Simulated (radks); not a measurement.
Problem. All-electron atom: Tm IV in [Xe] 4f12. All-electron calculation, Dirac Kohn-Sham, LDA (Slater exchange, Perdew-Wang correlation), spin-unpolarised, spherical densities, point nucleus; open shells are shared between the two j in proportion to 2j + 1. Program: a radial shooting solver on a logarithmic mesh with Libxc functionals. Some entries of the table are withheld. Estimate them.

| orbital | occ. | eigenvalue (eV) | r(max) (bohr) |
|---|---|---|---|
| 1s1/2 | 2 | -59199.90 | 0.01262 |
| 2s1/2 | 2 | -10011.26 | 0.07212 |
| 2p1/2 | 2 | (1) | (2) |
| 2p3/2 | 4 | (3) | (4) |
| 3s1/2 | 2 | -2275.982 | 0.2037 |
| 3p1/2 | 2 | -2071.179 | (5) |
| 3p3/2 | 4 | -1864.525 | (6) |
| 3d3/2 | 4 | -1514.064 | 0.1610 |
| 3d5/2 | 6 | -1468.868 | 0.1647 |
| 4s1/2 | 2 | -474.9545 | 0.4647 |
| 4p1/2 | 2 | (7) | (8) |
| 4p3/2 | 4 | (9) | (10) |
| 4d3/2 | 4 | -209.9109 | 0.4957 |
| 4d5/2 | 6 | -201.3443 | 0.5049 |
| 5s1/2 | 2 | -84.0229 | 1.082 |
| 5p1/2 | 2 | -60.9954 | 1.173 |
| 5p3/2 | 4 | -54.6697 | 1.258 |
| 4f5/2 | 5.14286 | -36.7547 | 0.4891 |
| 4f7/2 | 6.85714 | -35.4773 | 0.4944 |

Solution. 
(1) 2p1/2 eigenvalue (eV): -9546.574
(2) 2p1/2 r(max) (bohr): 0.05404
(3) 2p3/2 eigenvalue (eV): -8567.477
(4) 2p3/2 r(max) (bohr): 0.06036
(5) 3p1/2 r(max) (bohr): 0.1913
(6) 3p3/2 r(max) (bohr): 0.2045
(7) 4p1/2 eigenvalue (eV): -392.6099
(8) 4p1/2 r(max) (bohr): 0.4663
(9) 4p3/2 eigenvalue (eV): -345.6410
(10) 4p3/2 r(max) (bohr): 0.4945
